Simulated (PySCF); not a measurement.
## Basis and Hamiltonian dependence of the excitation energy of V

V [Ar] 3d3 4s2 (4F) → V [Ar] 3d5 (6S). All values are computed (PySCF 2.14, energy differences of UHF-based or UKS calculations, no spin-orbit coupling). Values in eV.

```csv
basis,Hamiltonian,functions,UHF,LDA,PBE0,MP2 (valence),CCSD(T) (valence),CCSD(T) (valence and next inner shell)
aug-cc-pVDZ,non-relativistic,59,3.494,0.767,1.523,2.436,2.624,n/a
aug-cc-pVDZ-DK,spin-free X2C,59,3.772,1.058,1.811,2.721,2.910,n/a
ANO-RCC-VTZP,spin-free X2C,59,3.791,1.027,1.833,2.715,2.946,2.644
x2c-TZVPPall,spin-free X2C,64,3.761,1.014,1.805,2.735,2.955,2.684
def2-TZVPPD,non-relativistic,67,3.481,0.705,1.507,2.449,2.668,2.385
"x2c-TZVPPall with one added diffuse shell each of s, p, d, f type",spin-free X2C,80,3.757,n/a,n/a,2.713,2.905,2.639
aug-cc-pVTZ,non-relativistic,93,3.484,0.666,1.480,2.451,2.641,n/a
def2-QZVPPD,non-relativistic,93,3.502,0.669,1.487,2.448,2.654,2.339
x2c-QZVPPall,spin-free X2C,96,3.783,0.973,1.781,2.736,2.942,2.644
dyall-av2z,non-relativistic,101,3.467,0.677,1.481,2.436,2.628,n/a
"x2c-QZVPPall with one added diffuse shell each of s, p, d, f, g type",spin-free X2C,121,3.781,0.960,1.770,2.733,n/a,n/a
aug-cc-pwCVTZ-DK,spin-free X2C,127,3.781,0.972,1.778,2.731,n/a,n/a
aug-cc-pVQZ-DK,spin-free X2C,140,3.782,0.979,1.786,2.735,n/a,n/a
```

Frozen in the all-electron rows: valence: [Ar]; valence and next inner shell: [Ne].

Non-relativistic rows lack the scalar-relativistic shift.
